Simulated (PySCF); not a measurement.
**Working out the ionisation energy of Cl²⁺**

Cl²⁺ [Ne] 3s2 3p3 (4S) → Cl³⁺ [Ne] 3s2 3p2 (3P). Calculation: PySCF 2.14, in def2-QZVPPD (10s7p5d2f1g, 79 functions); no relativity, point nucleus. Frozen: 1s2. Energies in hartree (1 hartree = 27.21139 eV):

```json
{"part": "UHF", "Cl²⁺ (lower)": "-458.226989", "Cl³⁺ (upper)": "-456.795201"}
{"part": "MP2 opposite-spin", "Cl²⁺ (lower)": "-0.201248", "Cl³⁺ (upper)": "-0.189388"}
{"part": "MP2 same-spin", "Cl²⁺ (lower)": "-0.083982", "Cl³⁺ (upper)": "-0.069065"}
```

Question: What does Hartree-Fock give?

Answer: (-456.795201) − (-458.226989) = 1.431788 hartree = 38.961 eV.

Question: What do MP2 and SCS-MP2 (6/5 opposite-spin, 1/3 same-spin) give?

Answer: The opposite-spin parts differ by 0.323 eV and the same-spin parts by 0.406 eV. MP2: 38.961 + (0.323) + (0.406) = 39.690 eV. SCS-MP2: 38.961 + 1.2 × (0.323) + (0.406)/3 = 39.484 eV.

A first-order spin-orbit estimate adds -0.100 eV to MP2 (valence and next inner shell), giving 39.590 eV against 39.8 ± 0.11 eV (semi-empirical (NIST evaluation); NIST Atomic Spectra Database, ionization energies).

What remains against the reference includes basis incompleteness, the frozen core and correlation beyond second order.
